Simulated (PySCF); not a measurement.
Relaxation of doublet GeSe₂⁻

Level of theory: UPBE0/[Ge def2-SVPD, Se def2-SVPD], no relativity, density fitting, PySCF. A (50,194) grid was used.

A hand-made bent start, of C2v symmetry, held to at least that symmetry:

```xyz
3
charge -1 multiplicity 2, angstrom
Ge    0.0000    0.0000   -0.8550
Se    1.7858    0.0000    0.3954
Se   -1.7858    0.0000    0.3954
```

(1) What forces act on the atoms at the start (eV/Å)?

(2) What does it relax to?

(3) How much energy is released, and in how many steps?

Answers

(1) 
```tsv
atom	Fx	Fy	Fz
Ge1	0.00	0.00	-0.57
Se2	1.85	0.00	0.29
Se3	-1.85	0.00	0.29
```

(2) It ends at C2v with Ge–Se 2.249 Å (×2); Se–Ge–Se 131.4° (after a last refinement on a finer grid). A frequency run shows a minimum. Other isomers or separated fragments may lie lower.

(3) 38.8 kJ/mol in 6 steps.

The relaxation took about 110 core-seconds on a shared host.
